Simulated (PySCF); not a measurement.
Values are calculated unless marked as measured or tabulated.
**AlH8N4(-)**

AlH8N4(-) is a small molecule, charge -1, singlet. The structure, one conformer, was relaxed in the gas phase by PBE0-D3(BJ)/def2-SVP. No frequency run checks that it is a minimum.

SMILES: [NH2][Al-]([NH2])([NH2])[NH2]

Coordinates in Å:
```
N1     -1.045   -1.302    0.863
Al2     0.000   -0.002    0.003
N3      0.352   -0.457   -1.784
N4      1.699    0.174    0.783
N5     -1.001    1.580    0.146
H6     -1.232   -1.091    1.844
H7     -0.614   -2.227    0.867
H8      0.888   -1.320   -1.885
H9     -0.492   -0.601   -2.338
H10     2.280    0.878    0.326
H11     1.666    0.452    1.764
H12    -0.555    2.382   -0.299
H13    -1.926    1.517   -0.281
```

Shieldings: GIAO PBE0/aug-pcSseg-2.  Core levels by delta-SCF with SCAN, aug-pcX-2 on the ionised atom and aug-pcseg-1 elsewhere, spin-free X2C (2p3/2 is the spin-free 2p value less a third of a first-order spin-orbit splitting); from the vacuum level, for chosen atoms.

(1) Give the shieldings and core levels atom by atom.

(2) By CAM-B3LYP/def2-SVPD (TDDFT singlets, Tamm-Dancoff triplets, ionisation by delta-SCF), where does absorption start, and what does vertical ionisation take?

Answers

(1) 
| atoms | bonded to | σ (ppm) | δ (ppm) | core level (eV) |
| --- | --- | --- | --- | --- |
| N1 N3 N4 N5 | 1 Al + 2 H | 252.4 | - | 1s 398.60 |
| Al2 | 4 N | 439.5 | - | 2p3/2 73.49 |
| H6 H8 H10 H13 | 1 N | 32.97 | - | - |
| H7 H9 H11 H12 | 1 N | 33.32 | - | - |

Values are those of this one static structure; atoms that internal rotation interchanges would show their mean in an NMR spectrum.

(2) The first singlet with intensity lies at 4.90 eV (f 0.061); what lies below it is dark. The lowest singlet lies at 4.81 eV (f 0.000), the strongest of the first 6 at 5.02 eV (f 0.071), the lowest triplet at 4.62 eV; vertical ionisation takes 4.01 eV.

Excited states of gas-phase anions may lie above the detachment limit and hang on the basis.
